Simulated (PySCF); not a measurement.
**Osmium: a sound run and one with changed settings**

Sound run: Os⁺ [Xe] 4f14 5d6 6s1, Os²⁺ [Xe] 4f14 5d6. Computed with PySCF 2.14 in cc-pVTZ-PP with ECP60MDF (5s5p4d2f1g, 63 functions), with a scalar-relativistic core potential. The sound run starts from symmetry-adapted Hartree-Fock orbitals and uses a fine grid where one is needed.

A second run was set up differently.

| species | method | sound run (hartree) | changed run (hartree) | converged |
| --- | --- | --- | --- | --- |
| Os⁺ | UHF | -89.83090 | -88.79990 | no |
| Os⁺ | r2SCAN | -90.53236 | -88.02698 | no |
| Os⁺ | TPSS | -90.47261 | -87.75341 | no |
| Os²⁺ | UHF | -89.24227 | -89.04355 | no |
| Os²⁺ | r2SCAN | -89.88649 | -88.60424 | no |
| Os²⁺ | TPSS | -89.83448 | -88.37954 | no |

(1) What was changed?
A. radial grid too coarse
B. angular grid far too coarse
C. all electrons correlated in a valence basis
D. too few SCF iterations

Answers

(1) D. It used initial guess 1e, at most 2 SCF cycles. The SCF was stopped early; the energies are upper bounds that still move, and correlated levels were skipped or rest on poor orbitals.
